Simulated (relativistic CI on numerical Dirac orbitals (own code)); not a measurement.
**Mn4+: resonant inelastic scattering at the L2,3 edge**

Computed with this model: Dirac-Coulomb-Breit CI, orbitals from a KLI potential per configuration, model QED (radiative potential, 1s self-energy scaled to tabulated hydrogen-like ionisation energies), valence Slater integrals scaled by 0.8, Kramers-Heisenberg scattering through one core-hole configuration in a parametric crystal field; configurations [Ar] 3d3 → [He] 2s2 2p5 3s2 3p6 3d4; 300 K; core-hole width 0.6 eV; summed over polarisations. Incident energies are the highest absorption maxima for each field (at most a few, so the weaker spin-orbit partner edge can be absent), on the computed scale of the free ion. Intensities are in per cent of the strongest line above 0.02 eV; levels within 1 cm⁻¹ are merged; final levels count from the ground level, the first row holds all elastic scattering, lines under 0.4 are left out and each table stops after 24 rows. The scale of the Slater integrals is a model choice and moves the terms in proportion.

Field parameters in Wybourne normalisation: Oh B⁴₀ = 21Dq, B⁴₄ = √(5/14) B⁴₀. The field is a parameter set, without covalency.

S is read from ⟨S²⟩ = S(S + 1).

Oh, 10Dq = 5000 cm⁻¹:

```
Final level (eV)  Degeneracy  Irrep     S  648.1 eV  648.8 eV  659.6 eV
           0.000           4     Γ8  1.50    1542.1     753.5     394.6
           0.606           2     Γ7  1.50      45.2      40.6      22.6
           0.617           4     Γ8  1.50      79.5      89.9      94.7
           0.629           4     Γ8  1.50      43.2      90.0      51.8
           0.638           2     Γ6  1.50       8.4      19.1      33.3
           1.052           2     Γ7  1.50       7.4      31.6      13.6
           1.059           4     Γ8  1.50      24.9      61.4      47.5
           1.111           4     Γ8  1.50       9.0      19.4      48.3
           1.141           2     Γ6  1.50       5.5      11.1      17.7
           2.272           4     Γ8  0.50      13.5      19.8      50.0
           2.367           4     Γ8  0.51       6.2      23.3      66.3
           2.384           2     Γ6  0.50       2.6      14.6      17.4
           2.640           2     Γ6  0.52       0.3       4.5       4.9
           2.715           2     Γ6  1.48      10.8      48.9       7.6
           2.725           2     Γ7  0.52       5.2      12.5       6.5
           2.730           4     Γ8  1.44      11.2      40.8      17.1
           2.759           4     Γ8  0.61      14.8      54.8     100.0
           2.784           4     Γ8  1.48       6.0       9.4      46.3
           2.785           2     Γ7  1.49       8.1       8.3      38.0
           3.104           4     Γ8  0.51       6.0      13.6      26.2
           3.107           2     Γ6  0.51       3.3       6.9      17.3
           3.140           2     Γ7  0.50       4.1       6.0      63.8
           3.182           4     Γ8  0.52       2.6       4.9      52.2
           3.403           4     Γ8  0.50       2.2       5.9      42.8
```

Oh, 10Dq = 11300 cm⁻¹:

```
Final level (eV)  Degeneracy  Irrep     S  648.2 eV  649.1 eV  659.4 eV
           0.000           4     Γ8  1.50    1418.1    1053.9     505.4
           1.384           2     Γ7  1.50      37.6      44.8       5.9
           1.394           4     Γ8  1.50      56.8      47.5      51.6
           1.409           4     Γ8  1.50      11.5      24.4      28.3
           1.415           2     Γ6  1.50       4.1      10.7      11.4
           2.265           2     Γ7  1.50      12.8       3.3      54.1
           2.268           4     Γ8  1.48      22.6      30.0     100.0
           2.299           4     Γ8  1.44      26.3      47.9      16.5
           2.331           2     Γ6  1.48      10.5      19.0      17.2
           2.358           4     Γ8  0.54      16.9      26.7      64.1
           2.490           4     Γ8  0.62       9.6      15.2      46.3
           2.504           2     Γ6  0.54       6.0      13.0      76.7
           3.259           4     Γ8  0.50      15.6      47.6      88.9
           3.276           2     Γ7  0.51      12.1       5.6       4.4
           3.411           2     Γ6  0.51       2.0       2.4      36.1
           3.770           2     Γ7  0.51       9.7       8.7      68.8
           3.776           4     Γ8  0.51      13.1      22.1      35.6
           3.829           2     Γ6  1.14       4.2      21.7      16.7
           3.834           4     Γ8  1.27       8.5      21.0      22.9
           3.897           2     Γ6  1.01       2.2       6.7      15.0
           3.901           4     Γ8  1.49       4.4       5.0      26.2
           3.906           2     Γ7  1.49       2.1       5.8       7.2
           3.959           4     Γ8  0.86       7.2       7.8      40.7
           4.190           4     Γ8  0.52       2.1       2.6      20.8
```

Oh, 10Dq = 17550 cm⁻¹:

| Final level (eV) | Degeneracy | Irrep | S | 648.6 eV | 649.6 eV | 657.5 eV |
| --- | --- | --- | --- | --- | --- | --- |
| 0.000 | 4 | Γ8 | 1.50 | 447.3 | 364.7 | 367.5 |
| 2.158 | 2 | Γ7 | 1.50 | 19.5 | 8.6 | 14.2 |
| 2.163 | 4 | Γ8 | 1.47 | 27.4 | 19.0 | 100.0 |
| 2.175 | 4 | Γ8 | 1.48 | 8.7 | 9.5 | 67.1 |
| 2.187 | 2 | Γ6 | 1.49 | 3.6 | 0.5 | 44.0 |
| 2.413 | 4 | Γ8 | 0.59 | 13.2 | 16.5 | 17.9 |
| 2.519 | 4 | Γ8 | 0.52 | 8.2 | 18.0 | 27.5 |
| 2.543 | 2 | Γ6 | 0.52 | 3.1 | 3.2 | 13.1 |
| 3.290 | 2 | Γ7 | 1.46 | 1.1 | 3.6 | 7.8 |
| 3.299 | 4 | Γ8 | 1.47 | 5.7 | 13.2 | 30.1 |
| 3.335 | 4 | Γ8 | 1.49 | 8.6 | 16.6 | 11.4 |
| 3.344 | 2 | Γ6 | 1.50 | 6.5 | 10.5 | 6.6 |
| 3.506 | 4 | Γ8 | 0.56 | 8.8 | 12.8 | 25.7 |
| 3.538 | 2 | Γ7 | 0.58 | 7.6 | 3.7 | 13.6 |
| 4.183 | 2 | Γ6 | 0.51 | 0.5 | 0.8 | 6.1 |
| 4.557 | 2 | Γ7 | 0.50 | 4.0 | 5.8 | 3.3 |
| 4.569 | 4 | Γ8 | 0.50 | 6.9 | 17.4 | 9.0 |
| 4.640 | 2 | Γ6 | 0.51 | 0.8 | 6.2 | 3.6 |
| 4.685 | 4 | Γ8 | 0.52 | 2.2 | 6.8 | 11.2 |
| 4.951 | 4 | Γ8 | 0.55 | 1.4 | 1.7 | 5.4 |
| 5.174 | 2 | Γ6 | 1.48 | 0.8 | 2.4 | 10.4 |
| 5.176 | 4 | Γ8 | 1.46 | 2.2 | 2.4 | 19.9 |
| 5.191 | 2 | Γ7 | 1.50 | 1.3 | 0.2 | 8.0 |
| 5.198 | 4 | Γ8 | 1.48 | 1.4 | 1.5 | 9.5 |

For the first field the strongest loss at the lowest incident energy is the level at 0.62 eV (S = 1.50, against 1.50 in the thermal ground state). Levels of other spin, the first over 8 % at 2.27 eV, appear because spin-orbit coupling of the core hole, and in heavier ions of the valence shell too, mixes spins.
